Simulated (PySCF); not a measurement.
Species: C5H5O2 (doublet state).
Z-matrix (Å and degrees, GFN2-xTB geometry), rows numbered from 1:
```
C 
C   1  1.2956
C   2  1.4841  1  122.10
O   3  1.2008  2  124.26  1  -177.67
C   2  1.5365  1  124.63  3  -179.88
C   5  1.5025  2  107.98  1   -99.11
O   6  1.1986  5  124.54  2   112.68
H   1  1.0626  2  142.38  3  -179.28
H   3  1.1018  2  113.72  1     1.92
H   5  1.0915  2  106.92  1   143.38
H   5  1.0890  2  110.65  1    21.89
H   6  1.1048  5  113.63  2   -66.09
```

The hyperfine couplings belong to this conformer and change with its torsions.

Identity: `[H]/[C]=C(/C=O)CC=O` [radical].

The calculation used UKS B3LYP, pcH-1 on C H O, non-relativistic, mean-field spin-orbit, GIAO (PySCF 2.14.0). Geometry: GFN2-xTB, one conformer, isolated molecule. A GFN2-xTB geometry isn't a minimum of the functional, and hyperfine couplings can be far from their values at a DFT geometry. Stability of the SCF solution: not tested.

(1) Break the g tensor into its mass correction, gauge correction and orbital-Zeeman/spin–orbit terms.

(2) At 9.46 GHz, how far is the centre of the isotropic spectrum from where a free electron (g = 2.002319) resonates?

(3) Average each term over the three axes. Which is largest in size?

(4) What are the electron Larmor frequencies g μB B/h along the three axes at 340 mT?

(5) In a frozen sample, at which fields do the three g values resonate at 9.5, 34, 94 and 263 GHz (hyperfine left aside), and which band first spreads them over more than twice a line width of 1.0 mT?

Results:

(1) 
| Δg (ppm) | 1 | 2 | 3 |
| --- | --- | --- | --- |
| relativistic mass correction | -152 | -152 | -152 |
| gauge correction | 18 | 18 | -3 |
| orbital Zeeman/spin–orbit | -593 | 82 | 509 |
| total | -726 | -51 | 354 |

So g = 2.00159, 2.00227, 2.00267 and g_iso = 2.00218; the tensor is rhombic: the two nearest values differ by 38 % of g3 − g1. Axes: g1 points within 5° of the C2–C3 bond.

(2) B = hν/(g μB) with μB/h = 13.99624 MHz/mT gives 337.56 mT for the free electron and 337.58 mT at g_iso, 0.02 mT higher.

(3) The mass correction -152, the gauge correction 11 and the orbital-Zeeman/spin–orbit term -1 ppm, for a total of -141 ppm. The mass correction is the largest in size. The mass correction is the same along every axis, so the anisotropy comes from the other two: their spans along these axes are 21 (gauge) and 1101 ppm (orbital Zeeman/spin–orbit).

(4) 9.5250, 9.5282, 9.5302 GHz for g1, g2 and g3, a range of 5.1 MHz.

(5) 
```json
{"band": "X", "GHz": "9.5", "B(g3) mT": "338.92", "B(g2) mT": "338.99", "B(g1) mT": "339.11", "spread mT": "0.18"}
{"band": "Q", "GHz": "34.0", "B(g3) mT": "1212.99", "B(g2) mT": "1213.24", "B(g1) mT": "1213.64", "spread mT": "0.65"}
{"band": "W", "GHz": "94.0", "B(g3) mT": "3353.56", "B(g2) mT": "3354.24", "B(g1) mT": "3355.37", "spread mT": "1.81"}
{"band": "J", "GHz": "263.0", "B(g3) mT": "9382.84", "B(g2) mT": "9384.74", "B(g1) mT": "9387.90", "spread mT": "5.06"}
```

The spread grows in proportion to the frequency. J band is the first where it exceeds 2.0 mT.

The Mulliken spin populations are largest on C1 (+1.05), C2 (-0.18) and C5 (+0.08). No atom but C1 exceeds +0.15.

The HOMO–LUMO gaps are 4.67 eV among the α and 3.91 eV among the β orbitals.
